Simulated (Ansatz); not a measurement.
Two members of one family (Rs-LiCl), computed with Ansatz in the gas phase. Binding counts from free atoms in the multiplicity of their measured ground term, without zero-point energy. A dash marks a value that wasn't run or was left out as unsound. The structures are stationary points that may keep the symmetry of their start. Remarks come from the PBE and PBE0 runs and from stability tests at other levels; not every state was tested. HOMO above LUMO (over both spins in singlets and doublets, within one spin in higher multiplets; at PBE or PBE0), or a gap under 0.15 eV within one spin, warns that the state may not be the lowest or that an electron is smeared out.

First: 2x2x4 LiCl rock-salt block, 2x2x4 (singlet, charge 0, PBE0-D4/def2-SVP geometry).

```
atom   x (Å)   y (Å)   z (Å)
 Li1   3.518   0.234  -1.002
 Cl2   1.643   1.437  -0.416
 Li3  -0.579   1.864   0.240
 Cl4  -2.625   2.864   0.866
 Cl5   3.708  -1.232   0.761
 Li6   1.516  -0.453   1.169
 Cl7  -0.492   0.298   2.146
 Li8  -2.663   1.054   2.287
 Cl9   2.713  -1.096  -2.698
Li10   0.656  -0.335  -1.823
Cl11  -1.548   0.442  -1.531
Li12  -3.448   1.161  -0.445
Li13   2.593  -2.450  -0.841
Cl14   0.397  -2.177  -0.200
Li15  -1.592  -1.077   0.416
Cl16  -3.796  -0.536   1.069
```

| level | HOMO (eV) | LUMO (eV) | gap (eV) | vertical IE (eV) | binding per atom (eV) |
| --- | --- | --- | --- | --- | --- |
| PBE-D4/def2-SVP | -7.09 | -1.15 | 5.94 | – | 3.40 |
| PBE-D4/def2-TZVP | -7.22 | -1.20 | 6.02 | 9.12 | 3.23 |
| r2SCAN-D4/def2-TZVP | -7.58 | -0.59 | 6.99 | – | 3.27 |
| B3LYP-D4/6-31G | -8.56 | -0.98 | 7.58 | – | 3.17 |
| PBE0-D4/def2-TZVP | -8.59 | -0.61 | 7.97 | 9.95 | 3.22 |

Remarks: gap within one spin near zero at PBE or PBE0 (+1 doublet).

Second: 1x4x4 LiCl rock-salt block, 1x4x4 (singlet, charge 0, PBE0-D4/def2-SVP geometry).

```xyz
16

Li   -0.173   -4.312   -0.333
Cl   -0.482   -3.189    1.525
Li    0.706   -1.697    2.815
Cl    0.586   -0.378    4.559
Cl    0.233   -2.945   -1.999
Li   -0.063   -1.497   -0.116
Cl    1.427   -0.142    1.093
Li    0.823    1.181    3.038
Li   -0.821   -1.181   -3.039
Cl   -1.429    0.143   -1.096
Li    0.058    1.497    0.116
Cl   -0.233    2.945    2.001
Cl   -0.579    0.377   -4.560
Li   -0.705    1.697   -2.816
Cl    0.480    3.190   -1.524
Li    0.174    4.311    0.335
```

Task: What does the change do? Estimate second minus first.

Result: 
```json
{"level": "PBE-D4/def2-SVP", "Δ HOMO (eV)": "0.86", "Δ LUMO (eV)": "-0.43", "Δ gap (eV)": "-1.29", "Δ vertical IE (eV)": "–", "Δ binding per atom (eV)": "-0.09"}
{"level": "PBE-D4/def2-TZVP", "Δ HOMO (eV)": "0.75", "Δ LUMO (eV)": "-0.42", "Δ gap (eV)": "-1.17", "Δ vertical IE (eV)": "-0.40", "Δ binding per atom (eV)": "-0.07"}
{"level": "r2SCAN-D4/def2-TZVP", "Δ HOMO (eV)": "0.77", "Δ LUMO (eV)": "-0.36", "Δ gap (eV)": "-1.13", "Δ vertical IE (eV)": "–", "Δ binding per atom (eV)": "-0.07"}
{"level": "B3LYP-D4/6-31G", "Δ HOMO (eV)": "0.91", "Δ LUMO (eV)": "-0.49", "Δ gap (eV)": "-1.39", "Δ vertical IE (eV)": "–", "Δ binding per atom (eV)": "-0.07"}
{"level": "PBE0-D4/def2-TZVP", "Δ HOMO (eV)": "0.75", "Δ LUMO (eV)": "-0.44", "Δ gap (eV)": "-1.19", "Δ vertical IE (eV)": "-0.47", "Δ binding per atom (eV)": "-0.07"}
```

Remarks: gap within one spin near zero at PBE or PBE0 (+1 doublet).
